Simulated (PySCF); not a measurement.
Isomers of C6H11O2PSi, mass 174.027 u with the commonest isotopes. The calculation used PBE0/pcSseg-1 in PySCF (dipole) on a GFN2-xTB geometry, gas phase. One conformer each, none proved a minimum here; rigid rotors.

Question: Order these by rotational constant A, smallest first.
A. `[CH3:1][O:2][C:3]1=[C:4]([CH3:5])[CH:6]=[C:7]([SiH3:8])[P@H:9]1=[O:10]` with C1–O2–C3–C4 -175°
B. `[CH3:1][O:2][C:3]1=[C:4]([CH3:5])[P@@H:6](=[O:7])[CH:8]=[C:9]1[SiH3:10]` with C1–O2–C3–C4 -5°
C. `[CH3:1][C:2]1=[CH:3][P@:4](=[O:5])([CH2:6][OH:7])[CH:8]=[C:9]1[SiH3:10]` with C3–P4–C6–O7 -179°, P4–C6–O7–H -45°

Answer: B (1304 MHz), A (1491 MHz), C (1718 MHz).

Question: Order these by rotational constant B, smallest first.
A. `[CH3:1][O:2][C:3]1=[C:4]([CH3:5])[CH:6]=[C:7]([SiH3:8])[P@H:9]1=[O:10]` with C1–O2–C3–C4 -175°
B. `[CH3:1][O:2][C:3]1=[C:4]([CH3:5])[P@@H:6](=[O:7])[CH:8]=[C:9]1[SiH3:10]` with C1–O2–C3–C4 -5°
C. `[CH3:1][C:2]1=[CH:3][P@:4](=[O:5])([CH2:6][OH:7])[CH:8]=[C:9]1[SiH3:10]` with C3–P4–C6–O7 -179°, P4–C6–O7–H -45°

Answer: C (600.7 MHz), A (753.8 MHz), B (826.7 MHz).

Question: Order these by dipole moment, largest first.
A. `[CH3:1][O:2][C:3]1=[C:4]([CH3:5])[CH:6]=[C:7]([SiH3:8])[P@H:9]1=[O:10]` with C1–O2–C3–C4 -175°
B. `[CH3:1][C:2]1=[CH:3][P@:4](=[O:5])([CH2:6][OH:7])[CH:8]=[C:9]1[SiH3:10]` with C3–P4–C6–O7 -179°, P4–C6–O7–H -45°
C. `[CH3:1][O:2][C:3]1=[C:4]([CH3:5])[P@@H:6](=[O:7])[CH:8]=[C:9]1[SiH3:10]` with C1–O2–C3–C4 -5°

Answer: C (4.74 D), B (4.36 D), A (3.18 D).

```csv
SMILES,point group,Ia (u·Å²),Ib (u·Å²),Ic (u·Å²),κ,μa (D),μb (D),μc (D)
COC1=C(C)C=C([SiH3])[P@H]1=O,C1,339.02,670.40,972.44,-0.52,1.32,2.34,1.71
COC1=C(C)[P@@H](=O)C=C1[SiH3],C1,387.48,611.35,959.35,-0.23,3.31,2.80,1.91
CC1=C[P@](=O)(CO)C=C1[SiH3],C1,294.15,841.37,963.14,-0.87,3.50,1.01,2.40
```
